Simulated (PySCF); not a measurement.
## Krypton: a sound run and one with changed settings

Sound run: Kr [Kr], Kr+ [Ar] 3d10 4s2 4p5. Calculation: PySCF 2.14, in cc-pVDZ-DK (5s4p2d, 27 functions); the spin-free X2C one-electron Hamiltonian (Gaussian nucleus). The sound run starts from symmetry-adapted Hartree-Fock orbitals and uses a fine grid where one is needed.

Changed run: radial step 1.2 in ln r (0.13 in the sound run). This setting is unsound on purpose.

```json
{"species": "Kr", "method": "UHF", "sound run (hartree)": "-2788.05276", "changed run (hartree)": "-2788.05276", "converged": "yes"}
{"species": "Kr", "method": "LDA", "sound run (hartree)": "-2786.01850", "changed run (hartree)": "-2790.11709", "converged": "yes"}
{"species": "Kr", "method": "PBE0", "sound run (hartree)": "-2789.60585", "changed run (hartree)": "-2791.85761", "converged": "yes"}
{"species": "Kr+", "method": "UHF", "sound run (hartree)": "-2787.56926", "changed run (hartree)": "-2787.56926", "converged": "yes"}
{"species": "Kr+", "method": "LDA", "sound run (hartree)": "-2785.49217", "changed run (hartree)": "-2789.67452", "converged": "yes"}
{"species": "Kr+", "method": "PBE0", "sound run (hartree)": "-2789.08691", "changed run (hartree)": "-2791.44009", "converged": "yes"}
```

Ionisation energy of Kr:

```
method  sound run (eV)  changed run (eV)
   UHF          13.157            13.157
   LDA          14.322            12.043
  PBE0          14.121            11.361
```

A coarse radial grid mis-integrates the density and the exchange-correlation energy, with errors of either sign; Hartree-Fock needs no grid.

For comparison, NIST gives 14.000 eV between the lowest levels.
